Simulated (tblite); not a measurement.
C2H10Si3.
SMILES: `CC1[SiH2][SiH2][SiH2]1`

Calculated harmonic vibrations of the isolated species, GFN2-xTB (tblite), most abundant isotopes, no scaling. Errors from tens to a few hundred cm⁻¹ against measured bands are possible. Modes of hydrogen on silicon can be 10 to 20 % off.

Harmonic wavenumbers (cm⁻¹): 27.0, 224.4, 241.4, 261.5, 296.3, 311.3, 314.0, 394.3, 420.6, 447.5, 448.2, 486.5, 511.6, 516.9, 591.2, 624.6, 695.9, 696.6, 808.6, 812.9, 837.5, 985.8, 1030.4, 1090.0, 1133.7, 1280.6, 1419.8, 1517.7, 1518.6, 2157.3, 2172.8, 2174.3, 2189.3, 2194.0, 2198.6, 2909.9, 2990.6, 2998.5, 3013.8.

A = 2917, B = 2179, C = 1379 MHz; mass 118.009 u (most abundant isotopes); point group Cs, symmetry number 1.

**Question.** What is the zero-point energy?

**Answer.** ½Σν̃ = 22472 cm⁻¹ = 64.25 kcal/mol.

**Question.** What is S at 500 K and 1 bar for an ideal gas of classical rigid rotors and harmonic oscillators?

**Answer.** Translation 42.81, rotation 29.54, vibration 41.79: S = 114.1 cal/(mol K).

**Question.** And Cp and H(500 K) − H(0)?

**Answer.** Cp = 50.21 cal/(mol K), of which vibrations give 42.26 (their classical limit is 39 R = 77.5); H(500 K) − H(0) = 15.23 kcal/mol without the zero-point energy, 11.26 from vibrations.

**Question.** How do the functions run with temperature in this model?

**Answer.** 
```json
{"T (K)": "100", "S (cal/(mol K))": "64.8", "Cp (cal/(mol K))": "14.7", "H − H(0) (kcal/mol)": "1.07", "G − H(0) (kcal/mol)": "-5.41", "ln q(vib)": "1.28"}
{"T (K)": "200", "S (cal/(mol K))": "78.9", "Cp (cal/(mol K))": "27.1", "H − H(0) (kcal/mol)": "3.17", "G − H(0) (kcal/mol)": "-12.61", "ln q(vib)": "2.99"}
{"T (K)": "300", "S (cal/(mol K))": "91.9", "Cp (cal/(mol K))": "37.0", "H − H(0) (kcal/mol)": "6.40", "G − H(0) (kcal/mol)": "-21.16", "ln q(vib)": "5.13"}
{"T (K)": "800", "S (cal/(mol K))": "140.6", "Cp (cal/(mol K))": "62.3", "H − H(0) (kcal/mol)": "32.27", "G − H(0) (kcal/mol)": "-80.21", "ln q(vib)": "16.17"}
{"T (K)": "1000", "S (cal/(mol K))": "155.1", "Cp (cal/(mol K))": "67.7", "H − H(0) (kcal/mol)": "45.29", "G − H(0) (kcal/mol)": "-109.82", "ln q(vib)": "20.08"}
```

q(vib) and H(0) count from the zero-point level.

**Question.** What must be added to the electronic energy to get the Gibbs energy at 500 K and 1 bar?

**Answer.** ZPE + [H(500 K) − H(0)] − T·S = 64.25 + 15.23 − 57.07 = 22.41 kcal/mol.

**Question.** Blend soft modes into free rotors: weight 1/[1 + (100 cm⁻¹/ν̃)⁴] for the oscillator and the rest for a rotor with moment μB/(μ + B), μ = h/(8π²ν), B = 10⁻⁴⁴ kg m². What vibrational entropy results?

**Answer.** 39.39 cal/(mol K) in place of 41.79, which changes −T·S at 500 K by +1.20 kcal/mol.

**Question.** Which modes carry the vibrational entropy at 500 K?

**Answer.** 27.0 cm⁻¹: 7.06; 224.4 cm⁻¹: 2.89; 241.4 cm⁻¹: 2.75; 261.5 cm⁻¹: 2.60; 296.3 cm⁻¹: 2.36; 311.3 cm⁻¹: 2.27 cal/(mol K); the other 33 give 21.85 together.

Hindered rotation and anharmonicity are outside this model.

Time: 0.53 s wall. Hardware: Arm Neoverse V1, one thread, shared host with 32 logical CPUs at a one-minute load of 27. This covers the Hessian and the dipole derivatives.
